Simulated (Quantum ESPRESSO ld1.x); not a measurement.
The numbers below are computed, except where a source is named.
One sound ld1.x (Quantum ESPRESSO 7.5) input for neutral cerium gives E = -8858.62 hartree in 26 iterations:

```
 &input
    zed=58.0,
    iswitch=1,
    rel=2,
    dft='PZ',
    config='[Xe] 4f1 5d1 6s2',
    verbosity='high',
    lsmall=.true.,
    prefix='ld1',
    max_out_wfc=37,
    file_charge='ld1.rho',
 /
```

Changed or added lines, one case at a time, and what came of them:

- config='[Xe] 4f1 5d1 6s2 6s2': refused. The program stops in el_config with "occupation wrong": a shell may stand twice only as spin up and down (lsd = 1) or as its two j (rel = 2, l > 0), within their capacities.
- tr2=1e-1: inaccurate. The cycle stops early, after 5 iterations, and the energy is off by -1.801 hartree against the sound run.
- beta=0.001: not converged. So little new potential is mixed in that the limit of 200 iterations comes first; the energy is off by +0.03682 hartree.
- xmin=0.0: ignored. A value of zero is read as not set, so the default xmin is used, as the mesh line shows.
- rmax=1.0: not converged. The mesh cuts the orbital tails; the cycle ends with warnings and the numbers are not to be used.
- rel=4: refused. The program stops in ld1_readin with "wrong rel": rel takes 0, 1 or 2.
- cau_fact=40.06: crashed. The program stops in dirsol with "no classical turning point found": with c below Z the Dirac equation of a point nucleus has no 1s solution.
